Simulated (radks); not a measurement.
Radial electron density D(r) = 4 pi r^2 rho(r) of an atom or ion with 35 electrons. All-electron calculation, scalar-relativistic Kohn-Sham, MS2 meta-GGA, spin-polarised, spherical densities, finite nucleus; meta-GGA in the generalised Kohn-Sham scheme; Fermi nuclear charge, rms radius of each element as measured or else 0.836 A^(1/3) + 0.57 fm. Program: a radial shooting solver on a logarithmic mesh with Libxc functionals.

| r (bohr) | D(r) (e/bohr) | spin D(r) |
|---|---|---|
| 0.003255 | 4.027 | -0.000112 |
| 0.003729 | 5.059 | -0.000135 |
| 0.004307 | 6.407 | -0.000162 |
| 0.004974 | 8.063 | -0.000189 |
| 0.005699 | 9.950 | -0.000208 |
| 0.006581 | 12.33 | -0.000213 |
| 0.007601 | 15.13 | -0.000186 |
| 0.008708 | 18.16 | -0.000104 |
| 0.01006 | 21.77 | 0.0000868 |
| 0.01161 | 25.71 | 0.000459 |
| 0.01331 | 29.62 | 0.00108 |
| 0.01537 | 33.78 | 0.00220 |
| 0.01761 | 37.48 | 0.00391 |
| 0.02033 | 40.86 | 0.00678 |
| 0.02348 | 43.35 | 0.0112 |
| 0.0269 | 44.62 | 0.0175 |
| 0.03107 | 44.67 | 0.0270 |
| 0.03588 | 43.43 | 0.0404 |
| 0.04111 | 41.40 | 0.0573 |
| 0.04748 | 38.99 | 0.0801 |
| 0.05483 | 37.20 | 0.107 |
| 0.06282 | 36.90 | 0.136 |
| 0.07255 | 38.62 | 0.164 |
| 0.08312 | 42.13 | 0.185 |
| 0.09599 | 47.02 | 0.192 |
| 0.1109 | 51.48 | 0.179 |
| 0.127 | 53.59 | 0.145 |
| 0.1467 | 52.26 | 0.0955 |
| 0.1694 | 47.21 | 0.0511 |
| 0.1941 | 40.43 | 0.0421 |
| 0.2241 | 33.73 | 0.0946 |
| 0.2568 | 30.15 | 0.210 |
| 0.2966 | 30.31 | 0.378 |
| 0.3425 | 33.37 | 0.526 |
| 0.3924 | 36.42 | 0.576 |
| 0.4532 | 37.02 | 0.481 |
| 0.5233 | 33.58 | 0.261 |
| 0.5996 | 27.28 | 0.0457 |
| 0.6925 | 19.49 | -0.0278 |
| 0.7997 | 12.76 | 0.193 |
| 0.9162 | 8.500 | 0.682 |
| 1.058 | 6.171 | 1.40 |
| 1.212 | 5.300 | 2.08 |
| 1.4 | 4.865 | 2.60 |
| 1.617 | 4.309 | 2.73 |
| 1.852 | 3.519 | 2.49 |
| 2.139 | 2.561 | 1.99 |
| 2.471 | 1.712 | 1.45 |
| 2.831 | 1.117 | 1.01 |
| 3.269 | 0.6934 | 0.661 |
| 3.775 | 0.4215 | 0.414 |
| 4.325 | 0.2526 | 0.251 |
| 4.995 | 0.1351 | 0.135 |
| 5.723 | 0.06673 | 0.0667 |
| 6.609 | 0.02702 | 0.0270 |
| 7.633 | 0.008941 | 0.00894 |
| 8.745 | 0.002522 | 0.00252 |
| 10.1 | 0.0005049 | 0.000505 |

What is the nuclear charge?

Answer. Z = 36. The innermost maximum, from 1s, lies near gamma/Z bohr with gamma = sqrt(1 - (Z/c)^2) = 0.965, here 0.0268 bohr (found: 0.0291), and its height grows with Z. The density is that of the krypton ion Kr+ in [Ar] 3d10 4s2 4p3 4d2; the configuration itself is not fixed sharply by these data, and Z only to about a unit. D(r) has 3 maxima, at r = 0.0291, 0.130, 0.432 bohr, and minima at 0.0604, 0.274 bohr, inside which lie 2.07, 11.02 electrons.
